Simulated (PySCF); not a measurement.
# Cost of excited-state runs on SMILES C1=CC2=CC3=CC=CC=C3N=C2C(Br)=C1, C$_{13}$H$_{8}$BrN

Cartesian coordinates in Å; atom numbers follow the order of the lines, from 1:
```xyz
23

Br   -2.387    3.141    0.859
C    -2.417    1.309    0.384
C    -3.597    0.645    0.234
C    -3.595   -0.720   -0.121
C    -2.425   -1.388   -0.317
C    -1.182   -0.725   -0.168
C     0.052   -1.345   -0.351
C     1.230   -0.622   -0.184
C     2.519   -1.185   -0.354
C     3.633   -0.423   -0.175
C     3.525    0.939    0.181
C     2.305    1.520    0.354
C     1.122    0.761    0.178
N    -0.052    1.357    0.354
C    -1.166    0.663    0.194
H    -4.534    1.159    0.384
H    -4.542   -1.225   -0.235
H    -2.420   -2.434   -0.590
H     0.092   -2.392   -0.625
H     2.594   -2.229   -0.627
H     4.615   -0.854   -0.305
H     4.427    1.517    0.316
H     2.198    2.558    0.626
```

PySCF with density fitting, on 4 threads of an Arm Neoverse N1, shared host. Command: `OMP_NUM_THREADS=4 python excited_run.py task.json out`

Problem. How long does this run take, and how much memory?
- first hyperpolarisability, CAM-B3LYP/aug-cc-pVDZ; wavelengths [1064] nm; writes grids

Solution. 
| run | level | basis functions | wall time | peak memory (GiB) |
| --- | --- | --- | --- | --- |
| first hyperpolarisability | CAM-B3LYP/aug-cc-pVDZ | 430 | 9.1 min | 3.3 |

Times from a shared host are rough.
